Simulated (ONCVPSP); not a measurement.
iron (Fe), ONCV: configuration errors across variants

| Property | Result |
| --- | --- |
| Element | Fe (Z = 26) |
| Generator | ONCVPSP 4.0.1 |
| Type | optimised norm-conserving Vanderbilt (ONCV) |
| Functional | LDA (Perdew-Zunger) |
| Relativity | fully relativistic |
| Frozen core | [Ne] 3s2 |
| Valence charge | 14 |
| Reference configuration | 3p6 3d6 4s1.75 4p0.25 |
| Partial waves | 4s: rc 2.35 bohr, ncon 5, nbas 8, qcut 3.2 1/bohr, 2 projectors, debl 2.1 Ha; 3p+4p: rc 1.45 bohr, ncon 4, nbas 7, qcut 11.7 1/bohr, 2 projectors; 3d: rc 1.15 bohr, ncon 4, nbas 9, qcut 12.7 1/bohr, 2 projectors, debl 2.8 Ha |
| Local potential | polynomial inside 1.00 bohr (lpopt 5, dvloc0 2 Ha) |
| Core correction | polynomial model core, fcfact 0.4 |

Open shells are filled in proportion to 2j + 1.

All-electron excitation energies from the reference (eV): (1) 3p6 3d6 4s2 4p0 -1.020; (2) 3p6 3d6 4s1 4p0 7.961; (3) 3p6 3d6 4s1.5 4p0 2.576.

A true bound ghost makes a file unfit for plane-wave use even where its test errors are small: the radial tests pick states by their node count and pass the ghost by.

Errors AE − PS in meV (a dash: test not solved or not reliable):

```
      change   (1)   (2)   (3)  bound ghosts  GHOST(+) flags above zero
        base  -0.3  -3.8  -0.2             s                       none
 d: qcut 8.7  -0.3  -3.3  -0.2             s                       none
 d: qcut 9.7  -0.3  -3.5  -0.2             s                       none
d: qcut 11.9  -0.3  -3.7  -0.2             s                       none
d: qcut 14.3  -0.3  -3.9  -0.2             s                       none
d: qcut 19.2  -0.3  -4.1  -0.2             s                       none
```

Q: Give the same row for: d: qcut 16.2.

A: -0.3, -4.0, -0.2; bound ghosts: s; GHOST(+) flags above zero: none.
